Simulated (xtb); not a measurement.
Input file for xtb: GFN2-xTB on ZnN, 2S+1 = 4, a spin state set in the input, which need not be the lowest, a point of a bond scan (R = 1.897 Å).

```
$ xtb mol.xyz --gfn 2 --sp --chrg 0 --uhf 3
2

Zn     0.00000000     0.00000000     0.00000000
N      0.00000000     0.00000000     1.89731600
```

The head of its log:

```
[...]
           -------------------------------------------------
          |                Calculation Setup                |
           -------------------------------------------------



           -------------------------------------------------
          |                 G F N 2 - x T B                 |
           -------------------------------------------------

        Reference                      10.1021/acs.jctc.8b01176
      * Hamiltonian:
        H0-scaling (s, p, d)           1.850000    2.230000    2.230000
        zeta-weighting                 0.500000
      * Dispersion:
        s8                             2.700000
        a1                             0.520000
        a2                             5.000000
        s9                             5.000000
      * Repulsion:
        kExp                           1.500000    1.000000
        rExp                           1.000000
      * Coulomb:
        alpha                          2.000000
        third order                    shell-resolved
        anisotropic                    true
        a3                             3.000000
        a5                             4.000000
        cn-shift                       1.200000
        cn-exp                         4.000000
        max-rad                        5.000000


          ...................................................
          :                      SETUP                      :
          :.................................................:
          :  # basis functions                   8          :
          :  # atomic orbitals                   8          :
          :  # shells                            4          :
          :  # electrons                         7          :
          :  max. iterations                   250          :
          :  Hamiltonian                  GFN2-xTB          :
          :  restarted?                      false          :
          :  GBSA solvation                  false          :
          :  PC potential                    false          :
          :  electronic temp.          300.0000000     K    :
          :  accuracy                    1.0000000          :
          :  -> integral cutoff          0.2500000E+02      :
          :  -> integral neglect         0.1000000E-07      :
          :  -> SCF convergence          0.1000000E-05 Eh   :
          :  -> wf. convergence          0.1000000E-03 e    :
          :  Broyden damping             0.4000000          :
          :  net charge                          0          :
          :  unpaired electrons                  3          :
          ...................................................

 iter      E             dE          RMSdq      gap      omega  full diag
   1     -2.8695068 -0.286951E+01  0.306E+01    3.49       0.0  T
   2     -3.0891632 -0.219656E+00  0.743E+00    6.18       1.0  T
```

**Question.** What total energy does the run end on?

**Answer.** -3.2177 hartree.
